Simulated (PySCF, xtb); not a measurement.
Si(Me)(OMe) (C2H6OSi), SMILES O(C)[Si]C (connectivity only; charge and spin as stated), neutral, multiplicity 1. Atoms are numbered in the order given.

```xyz
10

Si     0.8668    -0.3146     0.6021
C      1.0712     1.2776    -0.4486
H      2.0811     1.6949    -0.3104
H      0.3429     2.0585    -0.1633
H      0.9324     1.0826    -1.5277
O     -0.6984    -0.7711     0.2484
C     -1.7164    -0.2576    -0.5621
H     -1.4291     0.6762    -1.0743
H     -1.9933    -1.0019    -1.3267
H     -2.6112    -0.0573     0.0498
```
Charge 0, spin multiplicity 1.

Coordinates come from a PBE0-D3(BJ)/def2-SVP optimisation. Other conformers were not sampled.

Computed with C-PCM-PBE0/def2-SVP (PySCF).

The values are the electrostatic part of the solvation free energy, E(continuum) − E(gas) at the gas-phase geometry, in a cavity of scaled van der Waals radii (PySCF's table); cavitation and dispersion terms are not included. In vacuum the orbital gap is 4.68 eV. The dipole moment in vacuum is 2.32 D.

**Question.** Estimate the values in water (ε = 78.36), dimethylsulfoxide (ε = 46.83), dichloromethane (ε = 8.93). (The exact figures need the calculation; the answer reports its results.)

**Answer.** 
| solvent | ε | ΔG(elec) (kcal/mol) | dipole (D) | gap (eV) |
|---|---|---|---|---|
| water | 78.36 | -3.3 | 3.04 | 4.78 |
| dimethylsulfoxide | 46.83 | -3.2 | 3.03 | 4.78 |
| dichloromethane | 8.93 | -2.9 | 2.95 | 4.77 |

For comparison, GFN2-xTB/ALPB(water) (xtb, at the GFN2-xTB geometry, all terms of that model) gives 1.3 kcal/mol.
